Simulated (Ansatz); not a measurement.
The inner images of a band of BCl2F + ClH (6 atoms, charge 0, multiplicity 1) are given out of order.

Method: Ansatz 0.2.0, RKS r2SCAN-D4/def2-SVP.

First end point:

```xyz
6
Properties=species:S:1:pos:R:3
B 0.000 0.330 -0.120
F 0.006 0.468 1.196
Cl 1.523 0.327 -0.974
Cl -1.532 0.246 -0.952
Cl 0.085 -2.699 1.041
H 0.055 -1.787 1.951
```

Last end point:

```xyz
6
Properties=species:S:1:pos:R:3
B 0.020 -0.583 -0.485
F 0.014 0.130 2.037
Cl 1.516 0.222 -0.877
Cl -1.519 0.142 -0.862
Cl 0.067 -2.240 0.135
H 0.038 -0.785 2.194
```

Q: Put them in order from the first end to the last, with their energies above the first end.
A.
```xyz
6
Properties=species:S:1:pos:R:3
B 0.012 -0.101 0.018
F 0.010 0.238 1.384
Cl 1.539 0.170 -0.810
Cl -1.534 0.099 -0.796
Cl 0.065 -2.272 0.725
H 0.046 -1.250 1.619
```
B.
```xyz
6
Properties=species:S:1:pos:R:3
B 0.020 -0.501 -0.244
F 0.013 0.096 1.724
Cl 1.526 0.216 -0.781
Cl -1.525 0.139 -0.769
Cl 0.066 -2.229 0.328
H 0.037 -0.837 1.884
```
C.
```xyz
6
Properties=species:S:1:pos:R:3
B 0.001 0.253 -0.057
F 0.004 0.462 1.255
Cl 1.528 0.218 -0.899
Cl -1.533 0.142 -0.881
Cl 0.078 -2.585 0.942
H 0.058 -1.605 1.781
```
D.
```xyz
6
Properties=species:S:1:pos:R:3
B 0.016 -0.285 -0.027
F 0.012 0.100 1.492
Cl 1.534 0.205 -0.778
Cl -1.531 0.131 -0.765
Cl 0.065 -2.223 0.583
H 0.041 -1.042 1.636
```
E.
```xyz
6
Properties=species:S:1:pos:R:3
B 0.005 0.112 0.003
F 0.005 0.351 1.326
Cl 1.535 0.182 -0.837
Cl -1.534 0.104 -0.823
Cl 0.074 -2.425 0.814
H 0.052 -1.439 1.658
```

A: C (+0.7 kcal/mol), E (+5.1 kcal/mol), A (+16.7 kcal/mol), D (+26.7 kcal/mol), B (+18.6 kcal/mol).

Time of the run: 9.5 min on 2 threads of Intel(R) Xeon(R) Platinum 8488C (Sapphire Rapids) (shared host), peak memory 0.18 GiB.
